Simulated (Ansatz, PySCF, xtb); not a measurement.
Pair of molecules: SiH4 (SMILES [SiH4]) (first 5 atoms) with CH3F (SMILES CF); geometry from B3LYP-D3(BJ)/def2-TZVP, rigid monomers moved along the line of their centres of mass till Si1···F7 is 3.62 Å.
(charge 0, multiplicity 1):
```csv
atom,x (Å),y (Å),z (Å)
Si,0.1286,-0.1152,0.1965
H,0.4718,-1.5235,0.4820
H,-1.2448,0.1836,0.6598
H,0.1971,0.1172,-1.2664
H,1.0866,0.7931,0.8654
C,-0.4747,0.7683,4.3248
F,-0.0981,-0.4604,3.7893
H,-1.4458,1.0448,3.9138
H,-0.5355,0.6699,5.4088
H,0.2749,1.5116,4.0527
```

Counterpoise-corrected where a basis set is named; no monomer relaxation. Rows marked so take none.

Cores are frozen in the correlated methods. Rows in 6-31G*, STO-3G carry no dispersion term and start afresh at each structure (6-31G* with six Cartesian d functions).

Codes used: Ansatz (a first-principles code) with Gaussian orbitals; PySCF for 6-31G* rows, STO-3G rows, the dispersion terms; xtb for the GFN methods. Values without a source in brackets are computed.

| level | interaction energy (kJ/mol) |
|---|---|
| GFN1-xTB | -6.4 |
| HF/STO-3G (no counterpoise) | -0.7 |
| HF/6-31G* | -1.2 |
| HF/aug-cc-pV(D+d)Z | -1.3 |
| r2SCAN-D4/def2-TZVPPD | -4.8 |
| B3LYP/6-31G* | -0.8 |
| PBE0-D3(BJ)/def2-TZVPPD | -5.1 |
| wB97M-V/def2-TZVPPD | -4.9 |
| MP2/aug-cc-pV(D+d)Z | ? |

**Question.** Fill in the missing entries.

**Answer.** 
- MP2/aug-cc-pV(D+d)Z, interaction energy (kJ/mol): -4.2
